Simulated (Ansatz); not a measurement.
Start from `C[BH][Al]([CH3])[F]` and change one atom or group to get `[CH3][Al]([F])[O][GeH3]`.

Ansatz, PBE0-D4/def2-TZVP geometries, multiplicity 1. Each molecule was computed in one conformer, which needn't be the lowest.

Scalar relativity is left out up to krypton.

| property | `C[BH][Al]([CH3])[F]` |
| --- | --- |
| LUMO energy (ωB97M-V/def2-TZVPP) / eV | 0.12 |
| HOMO energy (ωB97M-V/def2-TZVPP) / eV | -9.16 |
| size of the dipole moment (PBE/def2-TZVPP) / D | 2.23 |
| HOMO–LUMO gap (ωB97M-V/def2-TZVPP) / eV | 9.28 |
| LUMO energy (PBE/def2-TZVPP) / eV | -2.80 |
| HOMO–LUMO gap (PBE0/def2-TZVPP) / eV | 5.21 |

Give the same properties after the change, and the shifts. (An estimate is asked.)

The calculation gave: 
| property | `[CH3][Al]([F])[O][GeH3]` | shift |
| --- | --- | --- |
| LUMO energy (ωB97M-V/def2-TZVPP) / eV | 1.12 | 1.00 |
| HOMO energy (ωB97M-V/def2-TZVPP) / eV | -11.02 | -1.86 |
| size of the dipole moment (PBE/def2-TZVPP) / D | 1.26 | -0.97 |
| HOMO–LUMO gap (ωB97M-V/def2-TZVPP) / eV | 12.13 | 2.85 |
| LUMO energy (PBE/def2-TZVPP) / eV | -1.27 | 1.53 |
| HOMO–LUMO gap (PBE0/def2-TZVPP) / eV | 8.27 | 3.06 |

With PBE0 the HOMO falls by 1.67 eV and the LUMO rises by 1.39 eV, so the gap widens by about 3.06 eV. PBE moves the HOMO by -1.37 eV and ωB97M-V by -1.86 eV. Dipoles are sizes alone; their direction can turn.
